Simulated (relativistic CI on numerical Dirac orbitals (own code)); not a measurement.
Ni2+ in a cubic cluster: 2p photoemission with charge transfer

Computed with a charge-transfer multiplet model of a cubic metal-ligand cluster with up to 2 ligand holes, Slater and spin-orbit integrals from Dirac-Coulomb-Breit ions, Slater integrals scaled by 0.8. The parameters are those of a tetrahedral site (10Dq negative, t2 hopping the larger). The ground state mixes d8 with configurations of k ligand holes L, whose averages lie at kΔ + k(k − 1)U_dd/2; a core hole lowers each added d electron by U_cd. 300 K, Lorentzian 0.6 eV and Gaussian 0.8 eV FWHM.

Atomic integrals in eV (Slater integrals scaled, ζ unscaled), ground: F2dd 9.736, F4dd 6.042, zeta_d 0.080; with the core hole: F2dd 11.178, F4dd 6.982, zeta_d 0.114, zeta_core 11.406, F2cd 6.704, G1cd 5.115, G3cd 2.909.

Cluster parameters (eV): U_dd = 6.4, U_cd = 7.6, 10Dq = -0.25, 10Dq(ligand) = 0, V(eg) = 1.35, V(t2g) = -2.29, final-state hopping factor = 1.

```
      Case   n_d    d8   d9L  d10L2     S
Δ = 0.2 eV  8.51  0.52  0.44   0.04  1.00
Δ = 2.2 eV  8.32  0.69  0.30   0.01  1.00
Δ = 3.2 eV  8.26  0.75  0.24   0.01  1.00
Δ = 5.2 eV  8.16  0.84  0.16   0.00  1.00
Δ = 6.2 eV  8.13  0.87  0.13   0.00  1.00
```

Weights, n_d and S are thermal averages at 300 K. Binding energies count from the first peak over 30 % of the highest in each spectrum, which can be another peak from case to case. The parameters are a model scan and need not match a compound or its usual spin state. Peaks in eV (height, largest 100):
- Δ = 0.2 eV: 0.0 (100), 6.2 (36), 10.6 (9), 12.0 (11), 14.4 (9), 17.7 (53), 23.6 (29), 29.6 (13)
- Δ = 2.2 eV: 0.0 (100), 6.2 (42), 10.2 (12), 12.4 (11), 17.9 (53), 23.9 (31), 27.8 (14)
- Δ = 3.2 eV: 0.0 (100), 6.0 (39), 9.8 (8), 11.7 (10), 18.1 (53), 24.1 (33), 27.4 (10)
- Δ = 5.2 eV: 0.0 (100), 5.6 (31), 6.8 (24), 8.6 (17), 11.7 (5), 18.4 (57), 24.3 (31)
- Δ = 6.2 eV: 0.0 (100), 5.6 (28), 8.8 (16), 18.6 (62), 24.4 (26)

For the case Δ = 3.2 eV, Δ = 3.2 eV is smaller than U_dd = 6.4 eV, the charge-transfer side of the Zaanen-Sawatzky-Allen scheme. With the core hole the configuration with one ligand hole lies at Δ − U_cd = -7.4, -5.4, -4.4, -2.4, -1.4 eV from the one without, in the order of the table; where this is negative the screened configuration lies lower, though the effective hopping of about 3.0 eV (from the holes of the mixed ground state) mixes the two strongly wherever it is as large as the gap.
